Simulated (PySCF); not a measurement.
Atoms are numbered as in `[N:1]#[C:2][CH2:3][C:4]1=[CH:5][SiH2:6][C:7]1([SiH3:8])[SiH3:9]` (H(Xn): hydrogen on atom n).

PySCF calculation with σ from GIAO-PBE0/pcSseg-1 and GFN2-xTB structure; non-relativistic, a single conformation, no solvent model, equivalent nuclei averaged.

δ = σ(ref) − σ, references computed at the same level: $^{13}$C (186.93 ppm) vs TMS.

**Question.** Do the $^{13}$C shifts follow the atomic charges (in e)? Tabulate both.

**Answer.** 
| atoms | hybridisation | δ (ppm) | σ para (ppm) | Hirshfeld | IAO | Mulliken | ESP-fitted |
| --- | --- | --- | --- | --- | --- | --- | --- |
| C4 | sp2 | 171.0 | -250 | +0.02 | +0.05 | -0.18 | +0.37 |
| C5 | sp2 | 132.3 | -201 | -0.16 | -0.45 | -0.26 | -0.59 |
| C2 | sp | 121.4 | -196 | +0.09 | +0.14 | +0.06 | +0.47 |
| C3 | sp3 | 23.1 | -83 | -0.04 | -0.31 | -0.06 | -0.52 |
| C7 | sp3 | 15.8 | -89 | -0.23 | -0.74 | -1.05 | -0.48 |

Correlation coefficients of δ with charge over these carbons: Hirshfeld +0.50, IAO +0.68, Mulliken +0.51, ESP-fitted +0.64; with the paramagnetic shielding -1.00. With so few points, grouped by hybridisation, these coefficients are fragile. Charge is one influence among several: hybridisation and low-lying excitations act through the paramagnetic term.

Shifts are as computed. Against solution values, carbons near 30 ppm lie about +3 ppm off and those near 130 ppm about +5 ppm. Of 1211 compounds with measured shifts, 218 miss one by over three times the rms of a fit or turn the order of signals round; such compounds aren't used in these exercises.
